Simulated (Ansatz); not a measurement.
A nudged elastic band was laid between two geometries of F$_{2}$H$_{8}$N$_{3}$OTa (15 atoms, charge 0, multiplicity 1).

All numbers below come from Ansatz 0.2.0, RKS PBE/def2-SVP.

```yaml
movable_images: 5
climbing_image: yes
spring: 5.0 eV/Å²
optimiser: quadratic models (default)
start_path: through a guess of the saddle point
force_threshold: 0.05 eV/Å
iteration_limit: 60
end_points: relaxed
```

First end point:

```xyz
15
Properties=species:S:1:pos:R:3
Ta -0.165 0.145 0.261
F 1.699 0.646 0.346
N -0.230 0.177 2.286
H -0.912 -0.352 2.844
H 0.525 0.490 2.907
N 0.203 -0.475 -1.692
H -0.456 -1.002 -2.278
H 1.021 -0.223 -2.260
N -1.020 1.887 -0.120
H -1.363 2.542 0.589
H -1.174 2.259 -1.062
F -1.666 -1.040 0.253
O 0.986 -2.020 0.485
H 1.005 -2.008 -0.507
H 1.904 -1.795 0.737
```

Last end point:

```xyz
15
Properties=species:S:1:pos:R:3
Ta -0.511 -0.085 0.224
F 2.679 -1.396 -0.084
N 0.306 0.525 1.920
H 0.926 -0.077 2.471
H 0.201 1.445 2.356
N 0.724 0.414 -1.243
H 0.510 0.563 -2.234
H 1.708 0.120 -1.119
N -1.726 1.464 -0.173
H -2.749 1.442 -0.102
H -1.424 2.368 -0.554
F -2.202 -1.018 0.299
O 0.270 -1.943 0.378
H -0.158 -2.793 0.578
H 1.803 -1.798 0.073
```

Problem. Which bonds break or form, and what moves?

Solution. Bonds broken: Ta1–F2, O13–H15. Bonds formed: F2–H15. F2H8N3OTa becomes FH + FH7N3OTa.

Problem. Give the energies along the band, and the barrier.

Solution. The run converged. The highest image is number 5 of 0 to 6, 15.5 kcal/mol above the first end and 0.6 kcal/mol above the last; the last end lies 15.0 kcal/mol above the first. The profile has 2 maxima (images 3, 5) with wells between them (image 4): this band takes more than one step, which may be the mechanism or a detour left from its start path. A vibrational analysis at the climbing image gives one clearly imaginary mode, 66i cm⁻¹: a first-order saddle point. The orbitals stay closed-shell, which can raise the energy where a bond breaks towards radicals; this wasn't checked here.

```csv
image,path coordinate (Å),energy (kcal/mol),Ta1–F2 (Å),O13–H15 (Å),F2–H15 (Å)
0,0.00,0.0,1.93,0.98,2.48
1,1.68,3.1,1.94,0.98,2.48
2,3.36,6.6,1.96,0.98,2.40
3,5.04,8.3,1.98,0.98,2.17
4,6.72,6.4,2.05,1.00,1.70
5,8.42,15.5,2.75,1.44,1.01
6,9.75,15.0,3.46,1.57,0.98
```

Problem. What is the geometry of the highest image?

Solution. 
```xyz
15
Properties=species:S:1:pos:R:3
Ta -0.341 -0.157 0.219
F 2.262 -1.018 0.452
N 0.471 0.583 1.866
H 1.422 0.317 2.140
H 0.076 1.302 2.476
N 0.684 0.343 -1.415
H 0.327 0.660 -2.319
H 1.689 0.132 -1.460
N -1.619 1.337 -0.174
H -2.637 1.250 -0.098
H -1.353 2.256 -0.546
F -2.070 -0.993 0.504
O 0.210 -2.126 0.266
H -0.369 -2.878 0.472
H 1.603 -1.778 0.406
```

The band took 34 iterations and roughly 29 core-minutes.

Time of the run: 7.6 min on 4 threads of Arm Neoverse V2, with other jobs on the host, peak memory 0.24 GiB.
